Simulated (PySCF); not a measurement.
The numbers are results of M06-2X/def2-TZVP // B3LYP-D3(BJ)/def2-TZVP (PySCF 2.14.0), not measurements. Isolated molecules, 0 K electronic values unless said otherwise. Delta-SCF ions had no search for a lower state. Excitations are Tamm–Dancoff values on a coarser integration grid. The basis has no diffuse functions, so Rydberg states are missing or too high.

Reference species (SMILES): `CB(N)C` (neutral, multiplicity 1).

T1 excitation (TDA): 6.77 eV
HOMO: -9.50 eV
vertical ionisation energy (Delta-SCF): 10.60 eV

Changed species: `CB(C)C` (0 of 3 CH3 replaced by NH2; the reference has 1 of 3 CH3 replaced by NH2).

Predict the effect on the T1 excitation (TDA), HOMO and vertical ionisation energy (Delta-SCF).

the T1 excitation (TDA) falls by 0.75 eV, to 6.02 eV; the HOMO falls by 0.27 eV, to -9.77 eV; the vertical ionisation energy (Delta-SCF) rises by 0.27 eV, to 10.87 eV.
